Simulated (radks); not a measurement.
Question: Yb, configuration [Xe] 4f14 6s2. Calculated with a radial shooting solver on a logarithmic mesh with Libxc functionals: Dirac Kohn-Sham, B86b exchange with PBE correlation, spin-unpolarised, spherical densities, point nucleus. Some entries of the table are withheld. Estimate them.

orbital,occ.,eigenvalue (hartree),<r> (bohr),r(max) (bohr)
1s1/2,2,-2248.109,0.01966,0.01236
2s1/2,2,-380.6456,0.08273,0.07075
2p1/2,2,-363.0217,0.06872,0.05296
2p3/2,4,-324.5340,0.07622,0.05938
3s1/2,2,(1),0.2162,0.1996
3p1/2,2,-78.02856,0.2060,0.1874
3p3/2,4,-69.85911,0.2201,0.2007
3d3/2,4,(2),0.1935,0.1581
3d5/2,6,(3),0.1978,0.1618
4s1/2,2,-16.88117,0.4877,0.4555
4p1/2,2,-13.73944,(4),0.4569
4p3/2,4,-11.89081,(5),0.4852
4d3/2,4,-6.72957,0.5534,0.4860
4d5/2,6,-6.39309,0.5649,0.4951
5s1/2,2,-2.01497,1.209,1.072
5p1/2,2,-1.16850,(6),1.170
5p3/2,4,-0.94510,(7),1.262
6s1/2,2,-0.14499,3.917,(8)
4f5/2,6,-0.13854,0.7781,0.4805
4f7/2,8,-0.09018,0.8043,0.4860

Answer: 
(1) 3s1/2 eigenvalue (hartree): -85.79578
(2) 3d3/2 eigenvalue (hartree): -56.65991
(3) 3d5/2 eigenvalue (hartree): -54.87542
(4) 4p1/2 <r> (bohr): 0.4956
(5) 4p3/2 <r> (bohr): 0.5280
(6) 5p1/2 <r> (bohr): 1.369
(7) 5p3/2 <r> (bohr): 1.489
(8) 6s1/2 r(max) (bohr): 3.279
